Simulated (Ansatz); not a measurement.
Basis sets compared for (BeTe)6 ring (Be6Te6). The state is a singlet with charge 0. Geometry r2SCAN-D4/def2-SVP. Ansatz on 2 threads of AMD EPYC 7R13 on a shared host and a share (18 GiB) of an NVIDIA H100 80GB HBM3; times are rough, and most runs start from earlier orbitals.

Cartesian coordinates in Å:
```
Be 0.128 -2.522 -0.141
Te -1.904 -2.420 -1.072
Be -2.051 -1.251 0.847
Te -2.333 -0.277 2.851
Be -0.508 0.908 2.293
Te 1.230 2.292 1.918
Be -0.119 2.522 0.148
Te -1.443 2.418 -1.652
Be 0.408 1.249 -2.182
Te 2.312 0.274 -2.865
Be 2.143 -0.904 -0.961
Te 2.136 -2.290 0.816
```

In the def2 sets Te takes a core potential; there is no spin–orbit coupling. Single mean-field runs in def2-TZVP are fitted with def2-universal-jkfit.

Binding counts from free atoms (Be singlet, Te triplet) in the same basis, without a counterpoise term.

| level | functions | energy (Eh) | HOMO (eV) | LUMO (eV) | binding per atom (eV) | wall time |
| --- | --- | --- | --- | --- | --- | --- |
| PBE-D4/def2-SVP | 210 | -1696.7463 | -5.71 | -3.30 | 2.94 | 8.5 s |
| PBE0-D4/def2-SVP | 210 | -1696.8975 | -6.68 | -2.73 | 2.88 | 17 s |

(1) Estimate the rows for PBE-D4/def2-TZVP, PBE0-D4/def2-TZVP (with forces).

Answers

(1) 
```
                          level  functions  energy (Eh)  HOMO (eV)  LUMO (eV)  binding per atom (eV)  wall time
               PBE-D4/def2-TZVP        414   -1696.8932      -5.77      -3.26                   2.91      6.5 s
PBE0-D4/def2-TZVP (with forces)        414   -1697.0436      -6.71      -2.63                   2.86       14 s
```
